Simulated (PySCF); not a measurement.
C2H7FOSi2, SMILES C=C[Si@H](F)[SiH2]O.

The structure is a stationary point at ωB97X-D3(BJ)/def2-SVP. The structure was generated by enumeration; whether it is a known compound was not checked. One conformer was computed; it need not be the lowest.

Two levels are set side by side: PBE/def2-TZVP (PySCF) and CAM-B3LYP/def2-TZVP (PySCF). Same geometry, gas phase. Differences are taken from unrounded values.

```csv
quantity,CAM-B3LYP,PBE,PBE minus CAM-B3LYP
orbital gap (eV),8.86,4.41,-4.45
highest occupied level (eV),-8.84,-6.36,2.48
lowest empty level (eV),0.02,-1.95,-1.97
dipole moment (D),1.36,1.12,-0.23
mean polarisability (bohr³),79.1,84.0,4.9
```

PBE's occupied levels lie high since its potential decays too fast outside the molecule; exact exchange lowers them and widens the gap. PBE's more diffuse valence density responds more strongly to a field. Differences between two approximate levels are no errors against the true value.

Rough cost on one machine, each run with all the roots and properties that it gave: CAM-B3LYP against PBE within a factor of 2.
